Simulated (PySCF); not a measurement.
1,3-cyclohexadiene (C₆H₈), SMILES C1=CCCC=C1.

Geometry: ωB97X-D3(BJ)/def2-SVP. One conformer was computed; it need not be the lowest.

All values below come from HF/def2-TZVP run with PySCF.

Symmetry labels are those of the subgroup C2 that the program uses (full group C2).

### Question
List the valence orbital energies around the gap with their symmetry. (Estimate from the structure and the level; the computed values follow.)

### Answer

| orbital | symmetry | energy (eV) |
|---|---|---|
| HOMO−7 | A | -15.87 |
| HOMO−6 | B | -15.65 |
| HOMO−5 | A | -14.78 |
| HOMO−4 | A | -13.94 |
| HOMO−3 | B | -12.91 |
| HOMO−2 | A | -12.33 |
| HOMO−1 | B | -11.43 |
| HOMO | A | -8.20 |
| LUMO | B | 3.04 |
| LUMO+1 | A | 3.86 |
| LUMO+2 | A | 4.69 |
| LUMO+3 | B | 4.79 |
